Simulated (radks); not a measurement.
Trend from K2+ to Kr2+: ionisation energy by Delta-SCF between NIST ground configurations, and size. Calculated with a radial shooting solver on a logarithmic mesh with Libxc functionals: scalar-relativistic Kohn-Sham, r2SCAN, spin-polarised, spherical densities, finite nucleus; open shells are filled with parallel spins first; meta-GGA in the generalised Kohn-Sham scheme; Fermi nuclear charge, rms radius of each element as measured or else 0.836 A^(1/3) + 0.57 fm.

species      configuration  configuration of the ion  IE (eV)  NIST (eV)       kind  -e(HOMO) (eV)  outermost  <r> outermost (bohr)
K2+           [Ne] 3s2 3p5              [Ne] 3s2 3p4   45.910     45.803  semi-emp.    38.876 (3p)         3p                  1.36
Ca2+                  [Ar]              [Ne] 3s2 3p5   51.466     50.913       exp.    43.765 (3p)         3p                  1.26
Sc2+              [Ar] 3d1                      [Ar]   24.496     24.757       exp.    17.886 (3d)         3d                  1.55
Ti2+              [Ar] 3d2                  [Ar] 3d1   27.283     27.492       exp.    20.207 (3d)         3d                  1.41
V2+               [Ar] 3d3                  [Ar] 3d2   29.819     29.311       exp.    22.326 (3d)         3d                  1.30
Cr2+              [Ar] 3d4                  [Ar] 3d3   32.199      30.96       exp.    24.307 (3d)         3d                  1.20
Mn2+              [Ar] 3d5                  [Ar] 3d4   34.462      33.67       exp.    26.186 (3d)         3d                  1.12
Fe2+              [Ar] 3d6                  [Ar] 3d5   29.966      30.65       exp.    22.289 (3d)         3d                  1.12
Co2+              [Ar] 3d7                  [Ar] 3d6   32.857       33.5  semi-emp.    24.682 (3d)         3d                  1.05
Ni2+              [Ar] 3d8                  [Ar] 3d7   35.500      35.19       exp.    26.905 (3d)         3d                 0.980
Cu2+              [Ar] 3d9                  [Ar] 3d8   37.997      36.84       exp.    29.013 (3d)         3d                 0.924
Zn2+             [Ar] 3d10                  [Ar] 3d9   40.390     39.723       exp.    31.039 (3d)         3d                 0.875
Ga2+         [Ar] 3d10 4s1                 [Ar] 3d10   31.324     30.726       exp.    27.057 (4s)         4s                  2.07
Ge2+         [Ar] 3d10 4s2             [Ar] 3d10 4s1   34.053     34.058       exp.    29.547 (4s)         4s                  1.94
As2+     [Ar] 3d10 4s2 4p1             [Ar] 3d10 4s2   27.997      28.35       exp.    23.383 (4p)         4p                  2.13
Se2+     [Ar] 3d10 4s2 4p2         [Ar] 3d10 4s2 4p1   31.977      31.70       exp.    26.794 (4p)         4p                  1.97
Br2+     [Ar] 3d10 4s2 4p3         [Ar] 3d10 4s2 4p2   35.678      34.87       exp.    30.049 (4p)         4p                  1.83
Kr2+     [Ar] 3d10 4s2 4p4         [Ar] 3d10 4s2 4p3   35.171      35.84       exp.    29.846 (4p)         4p                  1.74

Reference values: NIST Atomic Spectra Database (exp. = measured, semi-emp. = semi-empirical, theory = theoretical value adopted there). Open shells are spherical and high-spin; term and fine-structure splittings are not resolved.
